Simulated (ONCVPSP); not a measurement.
## Which change was made? (Cl, ONCV)

chlorine, optimised norm-conserving Vanderbilt (ONCV), made with ONCVPSP 4.0.1 (PBEsol, scalar-relativistic). Core [Ne], reference 3s2 3p5. Waves: 3s: rc 1.30 bohr, ncon 4, nbas 8, qcut 5.5 1/bohr, 2 projectors, debl 3.3 Ha; 3p: rc 1.15 bohr, ncon 5, nbas 8, qcut 5.7 1/bohr, 1 projector. Local part: polynomial inside 0.85 bohr (lpopt 1, dvloc0 1 Ha). Core correction: none.

Cutoffs, loose and tight: the cutoffs (Ha) at which the residual kinetic energy of the hardest occupied pseudo-wave falls to 1 and 0.1 mHa per electron. They do not see the model core or the augmentation charge, which bear on the density cutoff. Test errors are all-electron minus pseudo excitation energies from the reference, over the configurations 3s2 3p4; 3s2 3p3; 3s2 3p2; 3s1 3p5; variants that change the core or the reference have their own tests.

The base gives: outcome: generated; cutoff, loose: 116 Ha; cutoff, tight: 145 Ha; bound ghosts: none; GHOST(+) flags above zero: s; largest test error (meV): +81.

(1) After one change the result is: outcome: generated; cutoff, loose: 30 Ha; cutoff, tight: 118 Ha; bound ghosts: none; GHOST(+) flags above zero: s; largest test error (meV): +81. Which change was it?
A. all radii scaled by about 1.06 (s 1.38, p 1.22 bohr); local potential polynomial inside 0.90 bohr (lpopt 1, dvloc0 1 Ha)
B. reference 3s2 3p4
C. functional PBE

Answers

(1) A. The others give: functional PBE → outcome: generated; cutoff, loose: 116 Ha; cutoff, tight: 145 Ha; bound ghosts: none; GHOST(+) flags above zero: s; largest test error (meV): +64 | reference 3s2 3p4 → outcome: generated; cutoff, loose: 117 Ha; cutoff, tight: 146 Ha; bound ghosts: none; GHOST(+) flags above zero: s; largest test error (meV): +51.
